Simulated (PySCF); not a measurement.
C2H8GaN, singlet, geometry from GFN2-xTB (such geometries of metal compounds can be far from the true shape). Base run: B3LYP/6-31G in PySCF.

Input for PySCF:
```python
from pyscf import gto, scf, dft

mol = gto.M(
    atom='''
Ga   -0.00709451    0.00460620   -0.00714112
C    -1.47199618   -1.39543412   -0.17665421
H    -1.03944064   -2.37467805   -0.39585468
H    -2.17872222   -1.14504898   -0.97070797
H    -2.02896157   -1.48152489    0.75972005
C     0.13033080    1.80004736   -0.94945224
H     0.26125667    1.66657442   -2.02620221
H     0.98208639    2.36703510   -0.56726568
H    -0.77564079    2.39282419   -0.80161230
N     1.35270193   -0.41356163    1.13700129
H     2.15140436    0.17015384    1.35088087
H     1.42902616   -1.27087592    1.67004633
''',
    basis='6-31g',
    verbose=4,
)

mf = dft.RKS(mol)
mf.xc = 'b3lyp'
mf.kernel()
mo_i, mo_e, stable_i, stable_e = mf.stability(internal=True, external=True, return_status=True, nroots=6, tol=1e-6)
print('internally stable:', stable_i, ' externally stable:', stable_e)
if not stable_e:
    umf = mf.to_uhf() if not hasattr(mf, 'xc') else mf.to_uks()
    umf.scf_summary = {}
    umf.kernel(umf.make_rdm1(mo_e, umf.mo_occ))
```

The bond that is stretched is that between atoms 3 and 2. A test that says stable can miss a lower solution.

Variants of this job, named by their change:

| change | ΔE vs base (kcal/mol) | <S^2> | E after following the instability (Eh) | <S^2> there | HOMO-LUMO gap (eV) | stability test says |
|---|---|---|---|---|---|---|
| base | 0.000 | 0.000 | - | - | 6.52 | stable |
| bond × 1.25 | 17.16 | 0.000 | - | - | 6.43 | stable |
| bond × 1.5 | 45.99 | 0.000 | - | - | 5.94 | stable |
| bond × 1.8 | 77.7 | 0.000 | - | - | 4.79 | stable |
| bond × 2.2 | 109.3 | 0.000 | -2060.17750 | 0.00 | 3.46 | external instability |
| bond × 3.0 | 143.7 | 0.000 | -2060.12267 | 0.00 | 1.69 | external instability |

Where a bond breaks into two radicals, a solution with restricted orbitals usually stops being the lowest and lies too high; an unrestricted one lies lower at the price of spin contamination, which <S^2> shows.
